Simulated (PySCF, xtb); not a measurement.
B(Br)2(OH) (BBr₂HO), SMILES OB(Br)Br.

GFN2-xTB (xtb) at its own geometry gives an orbital gap of 4.90 eV and a dipole moment of 4.81 D.

The structure is a stationary point at PBE0-D3(BJ)/def2-SVP. One conformer was computed; it need not be the lowest.

### Question
What does PBE/def2-TZVPD (PySCF) give? (Estimate from the structure and the level; the computed values follow.)

### Answer
gap 5.33 eV (levels -7.08 and -1.75 eV), dipole 1.65 D.
